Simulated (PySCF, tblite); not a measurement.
Species: C6H12Si.
SMILES with atom numbers: `[CH3:1][CH2:2][CH2:3][SiH2:4][CH:5]1[CH:6]=[CH:7]1` (hydrogens: H8, H9, H10 on C1; H11, H12 on C2; H13, H14 on C3; H15, H16 on Si4; H17 on C5; H18 on C6; H19 on C7)

Jobs on this species (19 atoms, 62 electrons) with PySCF (density fitting) and tblite. Hardware of each: one thread, Arm Neoverse N1 (aarch64) (shared host). The host was shared with other jobs, so the times are rough.

```csv
level and settings,work,basis functions,SCF cycles,wall time
GFN2-xTB,L-BFGS relaxation,–,–,0.71 s
GFN2-xTB,Hessian by finite differences,–,–,?
PBE0/pcSseg-1,"shieldings, ring-centre shieldings, charges and field gradients",186,14,52 s
B3LYP/def2-SVPD,"8 singlets by full TDDFT, 3 Tamm–Dancoff triplets, polarisability",240,14,91 s
```

Task: Fill in the missing figures.

Result: 
- GFN2-xTB; Hessian by finite differences: 1.1 s

Task: What do all jobs in the table cost together?

Result: About 2.4 min; the longest takes about 63 % of that, and about 130 times as long as the shortest.
